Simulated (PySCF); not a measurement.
Structure revision by computed shifts

A compound C₉H₁₃N gives the data below (simulated from a calculation) and was assigned the structure `Cc1ccccc1N(C)C`.

13C{1H} NMR (computed): δ 148.7 (C), 136.1 (CH, 2C), 135.7 (CH, 2C), 134.0 (CH), 56.7 (CH2), 40.7 (CH3, 2C).

1H NMR (300 MHz, computed): δ 7.66 (m, 2H), 7.49 (m, 2H), 7.37 (m, 1H), 3.08 (s, 2H), 2.02 (s, 6H).

- PBE0-D3(BJ)/def2-SVP geometry
- GIAO HF/pcSseg-1 shieldings
- program: PySCF 2.14.0 with density-fitted response routines
- rapidly exchanging positions averaged, a single conformation, non-relativistic, gas phase

References, each an isolated molecule treated in the same way: 1H (31.69 ppm), 13C (190.85 ppm) vs TMS.

(1) Compare with the shifts computed for the proposed structure, pairing carbons in order of shift.

(2) Which isomer fits?

Answers

(1) Numbering as in the mapped SMILES `[CH3:1][c:2]1[cH:3][cH:4][cH:5][cH:6][c:7]1[N:8]([CH3:9])[CH3:10]`; H(Xn) means a hydrogen on atom n.

| atom | computed for proposal | given list | difference |
| --- | --- | --- | --- |
| C7 | 159.8 | 148.7 | +11.1 |
| C3 | 139.1 | 136.1 | +3.0 |
| C2 | 138.6 | 136.1 | +2.5 |
| C5 | 134.6 | 135.7 | -1.1 |
| C4 | 129.2 | 135.7 | -6.5 |
| C6 | 125.6 | 134.0 | -8.4 |
| C9 | 40.1 | 56.7 | -16.6 |
| C10 | 40.1 | 40.7 | -0.6 |
| C1 | 18.4 | 40.7 | -22.3 |

The rms difference is 10.7 ppm and the largest -22.3 ppm at C1 (methyl carbon on an aromatic ring). The proposal also would give 8 carbon signals, not 6. The carbon types in order of shift don't match either: C, CH, C, CH, CH, CH, CH3, CH3, CH3 for the proposal against C, CH, CH, CH, CH, CH, CH2, CH3, CH3 in the data. The proposal doesn't fit.

(2) SMILES CN(C)Cc1ccccc1.

1. Carbon types of the structure: 1 × C, 5 × CH, 1 × CH2, 2 × CH3, which accounts for all hydrogens.
2. δC 148.7: substituted aromatic carbon.
3. δC 136.1, 135.7, 134.0: aromatic CH; the aromatic region.
4. δC 56.7: sp3 CH2 bonded to N, on an aromatic ring; pulled downfield by the heteroatom.
5. δH 7.66, 7.49, 7.37: hydrogen on an aromatic CH; aromatic region.

This is the structure that produced the data.

Shifts are as computed. Against solution values, carbons near 30 ppm lie about -0 ppm off and those near 130 ppm about +7 ppm. Of 1211 compounds with measured shifts, 218 miss one by over three times the rms of a fit or turn the order of signals round; such compounds aren't used in these exercises. Multiplicities follow the n + 1 count of equivalent neighbours, as no J values were calculated; m marks all less simple cases, F and P coupling included.
